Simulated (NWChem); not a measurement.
All runs are NWChem calculations. System: H$_{2}$O$_{2}$Zn, charge 0, spin multiplicity 1, at a geometry optimised with PBE0/def2-SVP. The structure started from a generated list of species. Level: PBE0/def2-TZVP.

Input file:

```
start mol
memory heap 200 mb stack 900 mb global 1100 mb
geometry units angstroms nocenter noautoz
  Zn     0.000000     0.000000     0.006604
  O      0.213902     1.752246    -0.071074
  H     -0.404988     2.252772     0.469530
  O     -0.213902    -1.752246    -0.071074
  H      0.404988    -2.252772     0.469530
  symmetry group C2
end
basis spherical
  * library def2-tzvp
end
dft
  xc pbe0
  semidirect memsize 60000000 filesize 0
  iterations 100
end
task dft energy
```

Part of the output:

```
             Northwest Computational Chemistry Package (NWChem) 7.3.0
             --------------------------------------------------------

                                NWChem Input Module
                                -------------------

 Scaling coordinates for geometry "geometry" by  1.889725989
 (inverse scale =  0.529177249)

 Turning off AUTOSYM since
 SYMMETRY directive was detected!

                             Geometry "geometry" -> ""
                             -------------------------

 Output coordinates in angstroms (scale by  1.889725989 to convert to a.u.)

  No.       Tag          Charge          X              Y              Z
 ---- ---------------- ---------- -------------- -------------- --------------
    1 Zn                  30.0000     0.00000000     0.00000000     0.00660400
    2 O                    8.0000     0.21390200     1.75224600    -0.07107400
    3 H                    1.0000    -0.40498800     2.25277200     0.46953000
    4 O                    8.0000    -0.21390200    -1.75224600    -0.07107400
    5 H                    1.0000     0.40498800    -2.25277200     0.46953000

 Effective nuclear repulsion energy (a.u.)     177.9494719559

            Nuclear Dipole moment (a.u.)
            ----------------------------
        X                 Y               Z
 ---------------- ---------------- ----------------
     0.0000000000    -0.0000000000    -0.0000075589

      Symmetry information
      --------------------

 Group name             C2
 Group number              4
 Group order               2
 No. of unique centers     3

      Symmetry unique atoms

     1    2    3


 Summary of "ao basis" -> "" (spherical)
 ------------------------------------------------------------------------------
       Tag                 Description            Shells   Functions and Types
 ---------------- ------------------------------  ------  ---------------------
 *                         def2-tzvp                  on all atoms

                                 NWChem DFT Module
                                 -----------------

 Summary of "ao basis" -> "ao basis" (spherical)
 ------------------------------------------------------------------------------
       Tag                 Description            Shells   Functions and Types
 ---------------- ------------------------------  ------  ---------------------
 Zn                        def2-tzvp                16       48   6s5p4d1f
 O                         def2-tzvp                11       31   5s3p2d1f
 H                         def2-tzvp                 4        6   3s1p

 Summary of "ao basis" -> "ao basis" (spherical)
 ------------------------------------------------------------------------------
       Tag                 Description            Shells   Functions and Types
 ---------------- ------------------------------  ------  ---------------------
 Zn                        def2-tzvp                16       48   6s5p4d1f
 O                         def2-tzvp                11       31   5s3p2d1f
 H                         def2-tzvp                 4        6   3s1p

      Symmetry analysis of basis
      --------------------------

        a          63
        b          59

            General Information
            -------------------
          SCF calculation type: DFT
          Wavefunction type:  closed shell.
          No. of atoms     :     5
          No. of electrons :    48
           Alpha electrons :    24
            Beta electrons :    24
          Charge           :     0
          Spin multiplicity:     1
          Use of symmetry is: on ; symmetry adaption is: on
          Maximum number of iterations: 100
          AO basis - number of functions:   122
                     number of shells:    46
          Convergence on energy requested:  1.00D-06
          Convergence on density requested:  1.00D-05
          Convergence on gradient requested:  5.00D-04

              XC Information
              --------------
                         PBE0 Method XC Functional
                     Hartree-Fock (Exact) Exchange  0.250
          PerdewBurkeErnzerhof Exchange Functional  0.750
            Perdew 1991 LDA Correlation Functional  1.000 local
           PerdewBurkeErnz. Correlation Functional  1.000 non-local

             Grid Information
             ----------------
          Grid used for XC integration:  medium
          Radial quadrature: Mura-Knowles
          Angular quadrature: Lebedev.
          Tag              B.-S. Rad. Rad. Pts. Rad. Cut. Ang. Pts.
          ---              ---------- --------- --------- ---------
          Zn                  1.35      112           9.0       590
          O                   0.60       49          11.0       434
          H                   0.35       45          12.0       434
          Grid pruning is: on
          Number of quadrature shells:   206
          Spatial weights used:  Erf1

          Convergence Information
          -----------------------
          Convergence aids based upon iterative change in
          total energy or number of iterations.
          Levelshifting, if invoked, occurs when the
          HOMO/LUMO gap drops below (HL_TOL):  1.00D-02
          DIIS, if invoked, will attempt to extrapolate
          using up to (NFOCK): 10 stored Fock matrices.

                    Damping( 0%)  Levelshifting(0.5)       DIIS
                  --------------- ------------------- ---------------
          dE  on:    start            ASAP                start
          dE off:    2 iters        100 iters           100 iters

      Screening Tolerance Information
      -------------------------------
          Density screening/tol_rho:  1.00D-10
          AO Gaussian exp screening on grid/accAOfunc:  14
          CD Gaussian exp screening on grid/accCDfunc:  20
          XC Gaussian exp screening on grid/accXCfunc:  20
          Schwarz screening/accCoul:  1.00D-08

      Superposition of Atomic Density Guess
      -------------------------------------

 Sum of atomic energies:       -1928.37529275

      Non-variational initial energy
      ------------------------------

 Total energy =   -1928.790582
 1-e energy   =   -3045.779496
 2-e energy   =     939.039443
 HOMO         =      -0.465447
 LUMO         =      -0.089531

      Symmetry analysis of molecular orbitals - initial
      -------------------------------------------------

  Numbering of irreducible representations:

     1 a           2 b

  Orbital symmetries:

     1 a           2 a           3 b           4 b           5 a
     6 a           7 b           8 a           9 b          10 a
    11 b          12 a          13 b          14 a          15 b
    16 a          17 b          18 a          19 b          20 a
    21 a          22 b          23 a          24 b          25 a
    26 b          27 a          28 b          29 a          30 b
    31 a          32 a          33 b          34 a

------------------------------------------------------------
EAF file 0: "./mol.aoints.0" size=524288 bytes
------------------------------------------------------------
               write      read    awrite     aread      wait
               -----      ----    ------     -----      ----
     calls:        1         0         0         0         0
   data(b): 5.24e+05  0.00e+00  0.00e+00  0.00e+00
   time(s): 0.00e+00  0.00e+00  0.00e+00  0.00e+00  0.00e+00
rate(mb/s): 0.00e+00  0.00e+00
------------------------------------------------------------

   convergence    iter        energy       DeltaE   RMS-Dens  Diis-err    time
 ---------------- ----- ----------------- --------- --------- ---------  ------
 d= 0,ls=0.0,diis     1  -1930.6034983543 -2.11D+03  1.05D-02  1.41D+00     4.3
 d= 0,ls=0.0,diis     2  -1930.3897314399  2.14D-01  6.27D-03  3.61D+00     4.8
 d= 0,ls=0.0,diis     3  -1930.7320464349 -3.42D-01  1.05D-03  7.05D-02     5.3
 d= 0,ls=0.0,diis     4  -1930.7351463880 -3.10D-03  3.71D-04  5.27D-02     5.7
 d= 0,ls=0.0,diis     5  -1930.7369387696 -1.79D-03  7.12D-05  8.57D-04     6.2
  Resetting Diis
 d= 0,ls=0.0,diis     6  -1930.7369765961 -3.78D-05  1.95D-05  9.35D-06     6.7
 d= 0,ls=0.0,diis     7  -1930.7369773364 -7.40D-07  4.29D-06  7.97D-07     7.2

         Total DFT energy =    -1930.736977336389
      One electron energy =    -3046.291928282590
           Coulomb energy =     1026.339103720855
    Exchange-Corr. energy =      -88.733624730551
 Nuclear repulsion energy =      177.949471955897

 Numeric. integr. density =       47.999993773806

     Total iterative time =      5.8s

                  Occupations of the irreducible representations
                  ----------------------------------------------

                     irrep           alpha         beta
                     --------     --------     --------
                     a                13.0         13.0
                     b                11.0         11.0

                       DFT Final Molecular Orbital Analysis
                       ------------------------------------

 Vector   22  Occ=2.000000D+00  E=-3.355070D-01  Symmetry=b
              MO Center=  1.2D-14, -1.4D-14, -6.1D-02, r^2= 3.9D+00
   Bfn.  Coefficient  Atom+Function         Bfn.  Coefficient  Atom+Function
  ----- ------------  ---------------      ----- ------------  ---------------
    55      0.228337  2 O  py                92      0.228337  4 O  py
    58      0.205060  2 O  py                95      0.205060  4 O  py
    54      0.203516  2 O  px                91      0.203516  4 O  px
    57      0.171175  2 O  px                94      0.171175  4 O  px
    61      0.148743  2 O  py                98      0.148743  4 O  py

 Vector   23  Occ=2.000000D+00  E=-3.117991D-01  Symmetry=a
              MO Center=  7.7D-14,  7.1D-13, -4.8D-02, r^2= 3.7D+00
   Bfn.  Coefficient  Atom+Function         Bfn.  Coefficient  Atom+Function
  ----- ------------  ---------------      ----- ------------  ---------------
    54      0.240349  2 O  px                91     -0.240349  4 O  px
    56      0.206154  2 O  pz                93      0.206154  4 O  pz
    57      0.202935  2 O  px                94     -0.202935  4 O  px
    59      0.176670  2 O  pz                96      0.176670  4 O  pz
    60      0.154778  2 O  px                97     -0.154778  4 O  px

 Vector   24  Occ=2.000000D+00  E=-3.071228D-01  Symmetry=b
              MO Center= -8.0D-14, -7.4D-13, -7.6D-02, r^2= 3.7D+00
   Bfn.  Coefficient  Atom+Function         Bfn.  Coefficient  Atom+Function
  ----- ------------  ---------------      ----- ------------  ---------------
    56      0.276377  2 O  pz                93     -0.276377  4 O  pz
    59      0.234496  2 O  pz                96     -0.234496  4 O  pz
    62      0.179706  2 O  pz                99     -0.179706  4 O  pz
    54      0.150442  2 O  px                91      0.150442  4 O  px
    23     -0.148419  1 Zn d -1              57      0.128333  2 O  px

 Vector   25  Occ=0.000000D+00  E=-3.871364D-02  Symmetry=a
              MO Center=  1.5D-15, -2.0D-15,  3.7D-01, r^2= 4.9D+00
   Bfn.  Coefficient  Atom+Function         Bfn.  Coefficient  Atom+Function
  ----- ------------  ---------------      ----- ------------  ---------------
     6      1.066668  1 Zn s                 53     -0.536539  2 O  s
    90     -0.536539  4 O  s                  5      0.288898  1 Zn s
    61      0.175057  2 O  py                98     -0.175057  4 O  py
    82      0.155104  3 H  s                119      0.155104  5 H  s
    26     -0.154130  1 Zn d  2               4     -0.131836  1 Zn s

 Vector   26  Occ=0.000000D+00  E= 1.128434D-02  Symmetry=b
              MO Center= -2.9D-14,  1.8D-14,  7.3D-02, r^2= 5.9D+00
   Bfn.  Coefficient  Atom+Function         Bfn.  Coefficient  Atom+Function
  ----- ------------  ---------------      ----- ------------  ---------------
    19      0.797155  1 Zn px                16      0.334482  1 Zn px
    20     -0.318925  1 Zn py                60     -0.164602  2 O  px
    97     -0.164602  4 O  px                10     -0.130723  1 Zn px
    54     -0.121046  2 O  px                91     -0.121046  4 O  px
    57     -0.099651  2 O  px                94     -0.099651  4 O  px

 Vector   27  Occ=0.000000D+00  E= 1.760297D-02  Symmetry=a
              MO Center=  8.5D-15, -6.8D-15, -2.7D-01, r^2= 5.7D+00
   Bfn.  Coefficient  Atom+Function         Bfn.  Coefficient  Atom+Function
  ----- ------------  ---------------      ----- ------------  ---------------
    21      0.837720  1 Zn pz                18      0.349393  1 Zn pz
    62     -0.153847  2 O  pz                99     -0.153847  4 O  pz
    12     -0.133964  1 Zn pz                53      0.111934  2 O  s
    90      0.111934  4 O  s                 56     -0.110738  2 O  pz
    93     -0.110738  4 O  pz                 5     -0.100999  1 Zn s

 center of mass
 --------------
 x =   0.00000000 y =  -0.00000000 z =  -0.01746364

 moments of inertia (a.u.)
 ------------------
         389.425392421588         -36.250232890650           0.000000000000
         -36.250232890650           8.551449135194           0.000000000000
           0.000000000000           0.000000000000         393.688791292320

     Multipole analysis of the density
     ---------------------------------

     L   x y z        total         alpha         beta         nuclear
     -   - - -        -----         -----         ----         -------
     0   0 0 0     -0.000000    -24.000000    -24.000000     48.000000

     1   1 0 0      0.000000      0.000000      0.000000      0.000000
     1   0 1 0      0.000000      0.000000      0.000000     -0.000000
     1   0 0 1      0.702074      0.351041      0.351041     -0.000008

     2   2 0 0    -18.068563    -10.927116    -10.927116      3.785670
     2   1 1 0     -4.600849     -9.750114     -9.750114     14.899379
     2   1 0 1      0.000000      0.000000      0.000000      0.000000
     2   0 2 0    -21.789268   -116.733517   -116.733517    211.677766
     2   0 1 1      0.000000      0.000000      0.000000      0.000000
     2   0 0 2    -17.901394     -9.884618     -9.884618      1.867843

 Task  times  cpu:        7.2s     wall:        7.2s

 Total times  cpu:        7.3s     wall:        7.3s
```
